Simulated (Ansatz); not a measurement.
# CuF (fluorocopper): the atomisation enthalpy at 298 K, rung by rung

CuF: 2 atoms, total charge 0, spin state singlet. As SMILES, `[F][Cu]`. Geometry: relaxed at PBE0-D4/def2-TZVP.

```xyz
2

F     0.7510   -0.2689    0.3771
Cu   -0.7510    0.2689   -0.3771
```

Quantity: the atomisation enthalpy at 298 K, in kJ/mol. The values are calculated. The thermal term (zero-point and 298 K enthalpy, harmonic and unscaled) is that of PBE0-D4/def2-TZVP; the spin-orbit lowering of the free atoms at 298 K, 1.3 kJ/mol by their spectra, is taken off.

**What was measured.** NIST-JANAF tables gives the atomisation enthalpy at 298 K of the gas as 430 kJ/mol.

| level | kind | program | value (kJ/mol) | computed − measured | CPU time (all runs) |
| --- | --- | --- | --- | --- | --- |
| PBE/STO-3G | GGA | Ansatz | 251 | -179 | 32 s |
| revPBE/STO-3G | GGA | Ansatz | 223 | -207 | 42 s |
| r2SCAN/STO-3G | meta-GGA | Ansatz | 119 | -311 | 83 s |
| PBE0/STO-3G | global hybrid | Ansatz | 90 | -340 | 23 s |
| r2SCAN0/STO-3G | hybrid meta-GGA | Ansatz | 16 | -414 | 91 s |
| HSE06/STO-3G | range-separated hybrid | Ansatz | 92 | -338 | 29 s |
| B2PLYP/STO-3G | double hybrid | Ansatz | 71 | -359 | 38 s |
| MP2/STO-3G | perturbation theory | Ansatz | -64 | -494 | 1.2 s |

Nearest: PBE/STO-3G (-179 kJ/mol); farthest: MP2/STO-3G (-494 kJ/mol). Wave-function methods converge slowly with the basis and bind too weakly in sets of this size; that is part of their error here. The measured heats of formation of B, Si, Al and metal atoms are uncertain by some kJ/mol each. Spin contamination of the reference (⟨S²⟩ at least 0.1 too high) touches PBE/STO-3G, revPBE/STO-3G, r2SCAN/STO-3G, PBE0/STO-3G, r2SCAN0/STO-3G, HSE06/STO-3G, B2PLYP/STO-3G, MP2/STO-3G. All rows use very small basis sets, so even the best lies far from the true value. CPU times are rough (shared hosts, several kinds of processor): they show what a rung costs within a factor of a few.
